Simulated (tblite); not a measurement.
Species: C7H9O (doublet state).
Atom-mapped SMILES: `[CH:1]=[C:2]=[CH:3][C:4](=[O:5])[CH2:6][CH2:7][CH3:8]` (hydrogens: H9 on C1; H10 on C3; H11, H12 on C6; H13, H14 on C7; H15, H16, H17 on C8)

Geometry (GFN2-xTB, Å), atoms numbered from 1 in this order:
```xyz
17
C7H9O angstrom
C      3.3116    1.0751    0.4895
C      2.7524    0.0283    0.2290
C      2.1153   -1.1451   -0.0648
C      0.6772   -1.2951   -0.1224
O      0.1649   -2.3704   -0.3922
C     -0.1293   -0.0455    0.1700
C     -1.6311   -0.2960    0.0898
C     -2.4308    0.9651    0.3852
H      3.8040    1.9747    0.7122
H      2.7143   -2.0211   -0.2719
H      0.1675    0.7277   -0.5444
H      0.1454    0.3152    1.1655
H     -1.8969   -1.0806    0.8003
H     -1.8749   -0.6660   -0.9077
H     -2.1874    1.7501   -0.3281
H     -3.4969    0.7624    0.3204
H     -2.2122    1.3331    1.3857
```

Level: GFN2-xTB in tblite, geometry and Hessian alike; calculated harmonic values, unscaled, isolated species. This tight-binding method is rough: wavenumbers can miss measured ones by several per cent, in bad cases by 10 to 20. One conformer, not necessarily the lowest. Open shells enter through the occupations alone, without spin polarisation, and single modes of such species can be off by tens of per cent.

Harmonic wavenumbers (cm⁻¹): 43.7, 82.6, 90.3, 99.4, 183.5, 230.0, 310.0, 354.3, 359.9, 450.4, 511.1, 550.4, 561.1, 652.1, 657.3, 775.5, 868.9, 881.2, 962.9, 1056.4, 1076.3, 1094.3, 1136.5, 1174.6, 1213.2, 1266.2, 1274.7, 1321.5, 1358.2, 1417.1, 1445.5, 1493.6, 1505.3, 1506.7, 1637.9, 2127.3, 2946.9, 2965.3, 2986.5, 3000.8, 3027.1, 3031.6, 3043.3, 3066.6, 3387.1.

A = 3090, B = 1218, C = 888.1 MHz; mass 109.065 u (most abundant isotopes); point group Cs, symmetry number 1; spin multiplicity 2.

Task: Zero-point energy?

Result: Half the sum of the wavenumbers: 29593 cm⁻¹ = 84.61 kcal/mol.

Task: What is S at 298.15 K and 1 bar for an ideal gas of classical rigid rotors and harmonic oscillators?

Result: Translation 40.00, rotation 28.95, vibration 28.23, spin (R ln 2) 1.38: S = 98.6 cal/(mol K).

Task: And Cp and H(298.15 K) − H(0)?

Result: Cp = 35.72 cal/(mol K), of which vibrations give 27.77 (their classical limit is 45 R = 89.4); H(298.15 K) − H(0) = 6.70 kcal/mol without the zero-point energy, 4.33 from vibrations.

Task: Blend soft modes into free rotors: weight 1/[1 + (100 cm⁻¹/ν̃)⁴] for the oscillator and the rest for a rotor with moment μB/(μ + B), μ = h/(8π²ν), B = 10⁻⁴⁴ kg m². What vibrational entropy results?

Result: 25.63 cal/(mol K) in place of 28.23, which changes −T·S at 298.15 K by +0.78 kcal/mol.

Task: How do the functions run with temperature in this model?

Result: 
```json
{"T (K)": "50", "S (cal/(mol K))": "59.6", "Cp (cal/(mol K))": "13.6", "H − H(0) (kcal/mol)": "0.51", "G − H(0) (kcal/mol)": "-2.47", "ln q(vib)": "0.57"}
{"T (K)": "100", "S (cal/(mol K))": "70.6", "Cp (cal/(mol K))": "18.5", "H − H(0) (kcal/mol)": "1.32", "G − H(0) (kcal/mol)": "-5.74", "ln q(vib)": "1.86"}
{"T (K)": "373.15", "S (cal/(mol K))": "107.3", "Cp (cal/(mol K))": "41.9", "H − H(0) (kcal/mol)": "9.61", "G − H(0) (kcal/mol)": "-30.41", "ln q(vib)": "8.72"}
{"T (K)": "500", "S (cal/(mol K))": "120.9", "Cp (cal/(mol K))": "51.2", "H − H(0) (kcal/mol)": "15.54", "G − H(0) (kcal/mol)": "-44.89", "ln q(vib)": "11.72"}
{"T (K)": "750", "S (cal/(mol K))": "144.3", "Cp (cal/(mol K))": "64.3", "H − H(0) (kcal/mol)": "30.09", "G − H(0) (kcal/mol)": "-78.12", "ln q(vib)": "17.33"}
{"T (K)": "1000", "S (cal/(mol K))": "164.1", "Cp (cal/(mol K))": "73.1", "H − H(0) (kcal/mol)": "47.34", "G − H(0) (kcal/mol)": "-116.73", "ln q(vib)": "22.51"}
```

q(vib) and H(0) count from the zero-point level.

Hindered rotation and anharmonicity are outside this model. Other conformers, if any are populated, would add a mixing term that is left out.
